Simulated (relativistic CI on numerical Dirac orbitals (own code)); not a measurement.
Hg XXXI: sensitivity of the levels to the model

Base calculation: Dirac-Coulomb-Breit CI, KLI orbitals optimised for each configuration, model QED (radiative potential, 1s self-energy scaled to tabulated hydrogen-like ionisation energies), unscaled Slater integrals.

CI space (outside the closed core [Ar] 3d10): 4s2 4p6 4d10 4f4, 4s2 4p6 4d9 4f5, 4s2 4p6 4d10 4f3 5s, 4s2 4p6 4d10 4f3 5p, 4s2 4p6 4d10 4f2 5s2, 4s2 4p5 4d10 4f5, 4s2 4p6 4d10 4f2 5s 5p, 4s2 4p6 4d10 4f3 5d, 4s2 4p6 4d10 4f2 5p2, 4s2 4p6 4d10 4f2 5s 5d, 4s 4p6 4d10 4f5, 4s2 4p6 4d9 4f4 5s, 4s2 4p6 4d9 4f3 5s2, 4s2 4p6 4d10 4f2 5p 5d, 4s2 4p6 4d10 4f3 5f, 4s2 4p6 4d10 4f3 6s, 4s2 4p6 4d10 4f2 5d2, 4s2 4p6 4d10 4f3 5g, 4s2 4p6 4d10 4f3 6d. Levels of other configurations are missing.

Variants: (1) valence Slater integrals scaled by 0.9; (2) configuration mixing switched off. Shifts of the energy above 4s2 4p6 4d10 4f4 5I_4, in cm⁻¹, for the lowest level and the first level of each name with at least 55 % of one term (blank where a level changes its place among those of its configuration and J or its character, or is not in the variant):

```csv
Level,Base,Δ(1),Δ(2)
4s2 4p6 4d10 4f4 5I_4,0.0,0.0,0.0
4s2 4p6 4d10 4f4 5I_5,27495.7,+998.3,-198.0
4s2 4p6 4d10 4f4 5I_6,47389.7,+398.0,-150.7
4s2 4p6 4d10 4f4 5F_1,60098.4,-2478.4,+1104.7
4s2 4p6 4d10 4f4 3K_6,85665.1,-2246.5,+276.8
4s2 4p6 4d10 4f4 5F_4,96392.5,-3072.2,+1366.3
4s2 4p6 4d10 4f4 5G_4,110259.7,-3765.2,+1638.3
4s2 4p6 4d10 4f4 3P_1,120324.6,-4409.6,+1735.6
4s2 4p6 4d10 4f4 3L_8,125959.0,-4970.4,+111.1
4s2 4p6 4d10 4f4 3M_9,126876.9,-5365.1,-101.1
4s2 4p6 4d10 4f4 5D_1,128803.6,-8361.3,+3096.6
4s2 4p6 4d10 4f4 3P_0,130891.5,-5108.9,+2352.9
4s2 4p6 4d10 4f4 5D_2,145002.5,-7717.7,+3322.9
4s2 4p6 4d10 4f4 3I_7,145088.0,-6714.0,+1632.9
```

At this charge energies of transitions that change n are usually good to better than 1 %, and those within a shell (Δn = 0) to a few per cent. Terms inside the open d or f shell come out 10 to 20 % too wide with unscaled integrals.

Ionisation energy from the two ground configurations alone: base 1087.91 eV; valence Slater integrals scaled by 0.9 1087.59 eV. The NIST ASD value (theoretical) is 1110 eV.

LS names give the leading component of a level, which can be under half, so a name can repeat, a term be missing and a line seem to break the LS rules.
